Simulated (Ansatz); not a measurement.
```yaml
crystal:
  periodic: [false, false, false]
  atoms:
    - {symbol: Cl, position_ang: [-1.034529, -0.115034, 1.968186]}
    - {symbol: Ga, position_ang: [0.049465, -0.034369, 0.227813]}
    - {symbol: Cl, position_ang: [1.770028, -1.258973, -0.187790]}
    - {symbol: Cl, position_ang: [-1.662981, -0.239817, -1.524040]}
    - {symbol: Cl, position_ang: [0.434508, 1.834091, -0.396121]}
basis:
  gaussian: {orbitals: STO-3G}
total_charge: -1
magnetization: {spin_polarized: true, initial_magnetization: 2}
hamiltonian: {xc: {name: B2GP-PLYP}}
accuracy: high
scf: {lower_state_search: full}
relax: {f_tol: 0.001, max_steps: 1}
output: {forces: true}
```

```sh
$ ansatz run in.yaml --threads 2 --pin off --events-out ev --progress --plain --max-ram 32768MiB --backend cpu
```

(1) How does Ansatz answer? (Best estimate.)

## Answers

(1) Computed: The run did not converge.
```
Functional definition: B2GP-PLYP
984 factors; integrals over basis functions are off by at most 2.5e-9 eV
mean field evaluation 1: about -101234.2744 eV, gradient 8.2e1 eV
mean field evaluation 2: about -101234.3808 eV, gradient 8.2e1 eV
mean field evaluation 4: about -101271.8848 eV, gradient 1.8e1 eV
mean field evaluation 8: about -101275.2470 eV, gradient 2.2e-1 eV
mean field evaluation 16: about -101275.2312 eV, gradient 1.0e-1 eV
mean field evaluation 32: about -101275.4530 eV, gradient 3.6e-1 eV
mean field evaluation 128: about -101275.4506 eV, gradient 4.7e-1 eV
mean field -101275.46786646 eV, -3721.8047971148 hartree, gradient 1.9e-8 eV, S^2 2.007447; 9 other end points of the search recorded, 0 dependent functions left out
29 core orbitals not correlated: weight in the atoms' cores, before any rotation towards them, 0.999 or more for the frozen orbitals, at most 0.000 for the correlated occupied ones
reference -101275.46788269 eV, -3721.8047977112 hartree; 22, 20 occupied and 3, 5 virtual orbitals, 984 factors
second order -1.35859630 eV of doubles, -0.00000000 eV of singles
relax step   1: F+E_penalty+E_count = -101275.95696113 eV  Δ(F+E_penalty+E_count) = +0.000e0 eV  max|allowed force component| = 5.128e0 eV/Å  Δτ_max = 0.0000 Å  (504 SCF iters, accepted)
Error: geometry relaxation did not converge after 1 steps: max|allowed force component| = 5.13e0 eV/Å (threshold 1.0e-3). Raise `relax.max_steps` over both its present limit and 1, loosen `relax.f_tol`, or start from a geometry closer to equilibrium. Where this run's directory can be resumed (`checkpoint.write`), a resume goes on for up to `relax.max_steps` more
```
